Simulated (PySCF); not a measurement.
C₃H₂F₃O, SMILES [CH]=C(O)C(F)(F)F, multiplicity 2. Atoms are numbered in the order given.

```xyz
9

C      1.3280     1.5461     0.0000
C      0.1429     0.9571     0.0000
O     -1.0755     1.5548     0.0000
C     -0.0087    -0.5547     0.0000
F     -0.6839    -0.9716    -1.0830
F     -0.6839    -0.9716     1.0830
F      1.1896    -1.1592     0.0000
H      2.3784     1.2751     0.0000
H     -0.9432     2.5167     0.0000
```
Charge 0, spin multiplicity 2.

The structure is a stationary point at TPSSh-D3(BJ)/def2-SVP. The isomer is the one that the SMILES or the coordinates give; other isomers of the formula were not compared. The values are those of a single conformer.

All values below come from M06-2X/def2-TZVP in PySCF.

Atomic charges (e):

```
atom  Mulliken  meta-Löwdin  Mulliken spin
----  --------  -----------  -------------
C1       -0.24        -0.20           1.09
C2        0.11         0.16          -0.14
O3           …        -0.46           0.01
C4           …         0.81           0.05
F5           …        -0.27           0.00
F6           …        -0.27           0.00
F7           …        -0.28           0.00
H8        0.17         0.17          -0.01
H9        0.34         0.36           0.01
```

Question: Some entries are withheld; supply them. (Estimate from the structure and the level; the computed values follow.)

Answer: 
- O3, Mulliken: -0.40
- C4, Mulliken: 0.54
- F5, Mulliken: -0.17
- F6, Mulliken: -0.17
- F7, Mulliken: -0.18

Computed Mayer and Wiberg (Löwdin basis) orders of the bonds:
```csv
bond,Mayer,Wiberg
C1–C2,1.85,2.21
C2–O3,1.14,1.69
C2–C4,1.00,1.06
C4–F5,1.12,1.75
C4–F6,1.12,1.75
C4–F7,1.11,1.74
C1–H8,0.96,0.92
O3–H9,0.87,0.97
```
